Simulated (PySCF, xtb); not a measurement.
Sb(OH)(TeH)2 (H3OSbTe2), SMILES [Sb]([TeH])([OH])[TeH].

xtb with GFN2-xTB at its own geometry gives an orbital gap of 3.40 eV and a dipole moment of 3.47 D.

Coordinates come from a r2SCAN-D4/def2-SVP optimisation. The structure was generated by enumeration; whether it is a known compound was not checked. The def2 effective core potentials stand for the cores of Sb, Te; spin–orbit coupling is left out. Other conformers were not sampled.

### Question
What does CAM-B3LYP/def2-TZVP (PySCF) give? (The exact figures need the calculation; the answer reports its results.)

### Answer
gap 6.27 eV (levels -7.51 and -1.24 eV), dipole 1.53 D.
